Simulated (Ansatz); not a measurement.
Calculated with Ansatz (gas phase, PBE0-D4/def2-TZVP geometries, no zero-point term in ΔE). CBS: MP2 limit from def2 TZ/QZ plus the TZ coupled-cluster correction, frozen cores. This one scheme is used for every species. DFT in def2-TZVPP. B3LYP here is the variant with VWN-RPA as its local correlation; programs differ in this. HSE06 is defined as in plane-wave codes. One conformer a species, not always the lowest.

`OBCl` + `OCF` → `OC(F)BCl` + H₂O  (formal exchange of groups at a B–O bond)

`OBCl`:

Cartesian coordinates in Å:
```
O -0.152 -0.476 0.937
B 0.338 -0.053 -0.236
Cl -0.568 1.078 -1.246
H -1.015 -0.108 1.154
H 1.397 -0.442 -0.609
```

`OCF`:

Z-matrix (Å, degrees):
```
C
F 1 1.381
O 1 1.370 2 111.1
H 1 1.091 2 107.8 3 -117.4
H 1 1.096 2 106.3 3 123.2
H 3 0.962 1 109.3 2 70.7
```

`OC(F)BCl`:

Cartesian coordinates in Å:
```
O -1.226 0.039 -0.768
C -0.048 -0.420 -0.223
F 0.862 -0.749 -1.233
B 0.590 0.779 0.603
Cl 0.897 0.592 2.298
H -1.746 -0.702 -1.094
H -0.192 -1.345 0.347
H 0.865 1.806 0.072
```

H₂O:

Z-matrix (Å, degrees):
```
O
H 1 0.960
H 1 0.960 2 105.1
```

```tsv
level	ΔE (kcal/mol)	difference from CCSD(T)/CBS
r2SCAN-D4	39.4	1.8
B97M-V	40.0	2.4
B3LYP-D4	38.9	1.3
r2SCANh-D4	39.5	1.9
ωB97X-V	38.5	0.9
B3LYP	40.0	2.4
r2SCANh	39.8	2.2
HSE06	39.1	1.5
BHLYP	40.8	3.2
MP2/def2-TZVPP	39.1	1.5
CCSD(T)/CBS	37.6	0
```

(1) What do rigid-rotor, harmonic-oscillator terms from PBE0-D4/def2-TZVP frequencies (298.15 K, 1 bar) make of the CCSD(T)/CBS value? (Estimate.)

Largest T1 diagnostic among the species: 0.013.

Results:

(1) Computed: ΔZPE = -2.6 kcal/mol, ΔH = +36.1 kcal/mol, ΔS = 2 J/(mol·K), ΔG = +35.9 kcal/mol. Modes under 50 cm⁻¹ make the entropy rough.

In def2-TZVPP, CCSD(T) changes the Hartree–Fock value by −3.3 kcal/mol (the triples alone add −0.3 kcal/mol) and MP2 by −2.7 kcal/mol. From BLYP to BHLYP (50 % exact exchange), in def2-TZVPP and without D4, ΔE moves by +1.3 kcal/mol. The D4 term adds −1.1 kcal/mol with B3LYP and −0.6 kcal/mol with PBE0; it sums over pairs of atoms, weighted by their polarisabilities, and B3LYP, whose exchange is more repulsive, gets the larger term.
